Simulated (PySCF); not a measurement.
Peak assignment

Bonds (- single, = double, # triple, : aromatic): C1-N2, N2-C3, C3-C4, C4=C5, C5-C6, C6-C7, C7=C8, C6-C9, C9=C10, C8-C3, C10-C3. C1 carries H11, H12, H13; N2 carries H14; C4 carries H15; C5 carries H16; C6 carries H17; C7 carries H18; C8 carries H19; C9 carries H20; C10 carries H21.

- PBE0/pcSseg-1 with gauge-including orbitals
- GFN2-xTB geometry
- run in PySCF 2.14
- fast rotation and ring inversion assumed for equivalent nuclei, no relativistic terms, one conformer, no solvent model

Chemical shifts δ = σref − σ; ¹³C, ¹H against TMS, all at this level.

Q: Assign these signals to the numbered atoms. ¹³C{¹H} NMR (computed): δ 152.9 (CH), 149.6 (CH), 79.2 (C), 53.4 (CH), 33.9 (CH3).

A: 
| δ (ppm) | atoms | environment | reason |
| --- | --- | --- | --- |
| 152.9 | C4/C8/C10 | alkene CH | as expected for a trigonal carbon in a double bond |
| 149.6 | C5/C7/C9 | alkene CH | – |
| 79.2 | C3 | allylic fully substituted sp3 carbon bonded to N | the inductive effect lowers its shielding |
| 53.4 | C6 | allylic sp3 CH | aliphatic region, no heteroatom directly attached |
| 33.9 | C1 | methyl carbon bonded to N | deshielded by the electronegative neighbour |

Q: Assign these signals to the numbered atoms. ¹H NMR (400 MHz, computed): δ 7.18 (m, 3H), 7.09 (m, 3H), 4.60 (m, 1H), 2.95 (s, 3H), 1.03 (br s, 1H).

A: 
7.18 → H15/H19/H21, hydrogen on an alkene CH: attached to an sp2 carbon and in the plane of the double bond
7.09 → H16/H18/H20, hydrogen on an alkene CH
4.60 → H17, hydrogen on an allylic sp3 CH
2.95 → H11/H12/H13, hydrogen on a methyl carbon bonded to N: its carbon carries N, an electronegative neighbour
1.03 → H14, hydrogen on an amine nitrogen: exchangeable; this is the value without hydrogen bonding to other molecules

H15/H19/H21 and H16/H18/H20 lie closer than the usual error of such a calculation, so a measured spectrum could show them in the other order.

OH/NH shifts are gas-phase values; hydrogen bonding in solution moves them, usually downfield. Shifts are as computed. Against solution values, carbons near 30 ppm lie about +3 ppm off and those near 130 ppm about +5 ppm. Of 1211 compounds with measured shifts, 218 miss one by over three times the rms of a fit or turn the order of signals round; such compounds aren't used in these exercises. No couplings were computed; multiplicities are counted from neighbouring protons, with m where these are inequivalent, close in shift, in a saturated or five-membered ring or joined by F or P, and br s for small geminal =CH2 splittings.
